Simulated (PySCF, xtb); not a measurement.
B(Br)(vinyl)(OH) (C2H4BBrO), SMILES C=CB(O)Br. The values are those of a single conformer.

Harmonic wavenumbers (cm⁻¹) from GFN2-xTB in xtb at its own minimum, in rising order: 62, 166, 286, 322, 330, 599, 601, 634, 852, 934, 999, 1024, 1037, 1301, 1328, 1405, 1654, 3036, 3090, 3119, 3585.

What does PBE-D3(BJ)/def2-SVP (PySCF 2.14.0) give at its own minimum? (Estimate from the structure and the level; the computed values follow.)

68, 179, 288, 331, 385, 566, 616, 646, 874, 966, 998, 1014, 1088, 1258, 1351, 1405, 1628, 3059, 3096, 3156, 3731. Paired by order, the mean absolute difference is 27 cm⁻¹ and the zero-point energies are 37.7 and 38.2 kcal/mol.
